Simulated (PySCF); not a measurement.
LaH3 at several levels of theory

All levels use the PBE0 minimum (singlet; La–H 2.116 Å (×3); H–La–H 110.8° (×3)), basis [La def2-TZVP with ECP46, H def2-TZVP], scalar-relativistic core potentials, density fitting, no spin–orbit coupling, PySCF. For vertical energies the ionised species is a doublet (spins chosen at PBE0 and kept) and the electron-attached one a doublet. Open shells are unrestricted, also as the reference of the correlated levels. A dash marks a value that was not computed or is not defined at that level.

| level | vertical IP (eV) | vertical EA (eV) | −ε(HOMO) (eV) | gap (eV) | dipole (D) |
| --- | --- | --- | --- | --- | --- |
| PBE0 | 8.83 | 0.70 | 6.74 | 4.75 | 4.84 |
| HF | 8.77 | 0.42 | 9.56 | 9.43 | 5.58 |
| MP2 | 9.08 | 0.57 | – | – | – |
| PBE | 8.55 | 0.70 | 5.60 | 2.87 | 4.56 |
| B3LYP | 8.84 | 0.74 | 6.58 | 4.25 | 4.86 |
| r2SCAN | 8.65 | 0.72 | 5.84 | 3.59 | 4.83 |
| TPSSh | 8.73 | 0.64 | 6.21 | 3.93 | 4.89 |
| r2SCANh | 8.74 | 0.73 | 6.26 | 4.24 | 4.89 |
| BP86 | 8.68 | 0.82 | 5.72 | 3.06 | 4.60 |
| CCSD(T) | 8.84 | 0.59 | – | – | – |

For LaH₃ itself CCSD(T) correlates 14 electrons; T1 = 0.017, D1 = 0.039, (T) = -15 kJ/mol.

(1) Which levels differ least and most from CCSD(T) in the vertical IP?

## Answers

(1) Least: B3LYP (0.00 eV), PBE0 (-0.01 eV); most: PBE (-0.29 eV).

Spin contamination in at least one species weakens the values at: HF, MP2.

Without diffuse functions attachment energies tend to come out too low.
